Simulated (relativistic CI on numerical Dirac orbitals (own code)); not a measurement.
A reference radial Dirac CI calculation of Os III gave the lowest total energy -17238.56605 Ha in 25 SCF steps, from this input:

```
atom Os  Z=76  charge=2  electrons=74
nucleus A=192  rms_radius_fm=5.4126
hamiltonian dirac-coulomb  breit=on  qed=on  c_scale=1
orbitals kli  potential=per-configuration
slater_scale 1
correlation none
mixing on
grid step=0.0125 r_max=86.5
scf mixing=0.4 start=green max_iterations=150 tolerance=2e-08 node_fill=0.05
configurations
  [Xe] 4f14 5d6
  [Xe] 4f14 5d5 6s
end
```

One setting was then changed (and the iteration limit cut to 93), and the output read:

```
SCF 1: [Xe] 4f14 5d6
 iter      energy (Ha)   residual   last orbital (Ha)
    1    -15097.819701   3.35e+00     -2.91049
    2    -15131.342728   7.54e-01     -1.41721
    3    -15132.756032   1.53e-01     -1.06460
    4    -15132.915204   1.08e-01     -1.08336
    5    -15132.919691   4.40e-02     -1.03652
    6    -15132.928862   9.35e-03     -1.05817
    7    -15132.929195   8.64e-03     -1.05600
    8    -15132.928146   1.39e-03     -1.05265
    9    -15132.928320   7.80e-05     -1.05296
   10    -15132.928329   3.30e-06     -1.05298
   11    -15132.928329   1.75e-08     -1.05298
SCF 2: [Xe] 4f14 5d5 6s
 iter      energy (Ha)   residual   last orbital (Ha)
    1    -15099.520026   3.28e+00     -1.24610
    2    -15131.076140   7.57e-01     -0.87217
    3    -15132.471911   1.44e-01     -0.76914
    4    -15132.622580   1.06e-01     -0.76576
    5    -15132.627978   3.67e-02     -0.74859
    6    -15132.635769   9.18e-03     -0.75157
    7    -15132.635785   7.87e-03     -0.75104
    8    -15132.634974   1.85e-04     -0.74991
    9    -15132.635020   6.99e-05     -0.74987
   10    -15132.635018   2.57e-05     -0.74985
   11    -15132.635016   9.44e-08     -0.74984
   12    -15132.635016   1.32e-08     -0.74984
orbital energies (Ha): 4d5/2 -11.0353  4f5/2 -3.0555  4f7/2 -2.9471  5s -3.0059  5p1/2 -2.9187  5p3/2 -2.6191  5d3/2 -1.0976  5d5/2 -1.0530
configuration averages (Ha): Dirac-Coulomb, Breit, QED
  5d6                         -15132.928329   12.887044    3.650030
  5d5 6s                      -15132.635016   12.887375    3.650361
levels: no., configuration, term, J, E (cm-1), weight
   1 5d6                    5D   4                0.0  0.89
   2 5d6                    5D   3             4531.5  0.95
   3 5d6                    5D   2             5188.9  0.79
   4 5d6                    5D   1             7177.0  0.88
   5 5d6                    5D   0             7626.6  0.86
   6 5d6                    3H   4            15880.5  0.29
   7 5d6                    3H   6            18813.9  0.87
   8 5d6                    3H   5            18912.9  0.59
   9 5d6                    3P   2            19174.4  0.65
  10 5d6                    3F   3            22112.9  0.58
  11 5d6                    3F   2            23179.9  0.83
  12 5d6                    3H   4            24622.1  0.55
  13 5d6                    1S   0            26814.8  0.54
  14 5d6                    3G   5            27518.4  0.59
lowest total energy -15116.530404 Ha
end: converged
```

Problem. Which setting was changed?
A. charge
B. configuration list
C. nuclear radius
D. SCF mixing

Solution. C. The nuclear radius 541.26 fm. This setting is bad on purpose; its numbers may not be properties of the ion.
